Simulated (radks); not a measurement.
Species: the gadolinium ion Gd2+. Configuration: [Ne] 3s2 3p(up 3, down 2) 3d10 4s2 4p6 4d10 4f7 5s2 5p6 5d1 6s1 (not the ground configuration). Method: non-relativistic Kohn-Sham, LDA (Slater exchange, Perdew-Wang correlation), spin-polarised, spherical densities, point nucleus; open shells are filled with parallel spins first (spin-orbit coupling, left out, can overturn this in heavy ions); relativity is left out, which matters for an element this heavy; computed with a radial shooting solver on a logarithmic mesh with Libxc functionals. Some entries of the table are withheld. Estimate them.

orbital,occ.,eigenvalue (eV),<r^2> (bohr^2)
1s up,1,-47124.97,0.0007518
1s down,1,-47122.52,0.0007518
2s up,1,-7564.566,0.01194
2s down,1,-7562.694,0.01194
2p up,3,-7205.892,0.008875
2p down,3,-7203.469,0.008874
3s up,1,-1709.114,0.07688
3s down,1,-1701.373,0.07679
3p up,3,-1549.122,0.07183
3p down,2,-1541.600,0.07173
3d up,5,-1249.988,0.05721
3d down,5,-1243.902,0.05704
4s up,1,-359.2287,0.3816
4s down,1,-351.9551,0.3831
4p up,3,-295.9614,0.4006
4p down,3,-288.7703,0.4026
4d up,5,-182.6070,0.4494
4d down,5,-175.6840,0.4537
5s up,1,-65.2036,2.109
5s down,1,-62.1941,2.165
5p up,3,(1),2.601
5p down,3,(2),2.682
4f up,7,-42.7996,(3)
4f down,0,-36.1490,(4)
5d up,1,-20.5550,5.041
5d down,0,-18.7042,5.270
6s up,1,-16.8771,(5)
6s down,0,-15.3844,(6)

Answer. 
(1) 5p up eigenvalue (eV): -47.0536
(2) 5p down eigenvalue (eV): -44.4474
(3) 4f up <r^2> (bohr^2): 0.6849
(4) 4f down <r^2> (bohr^2): 0.7405
(5) 6s up <r^2> (bohr^2): 12.24
(6) 6s down <r^2> (bohr^2): 12.99
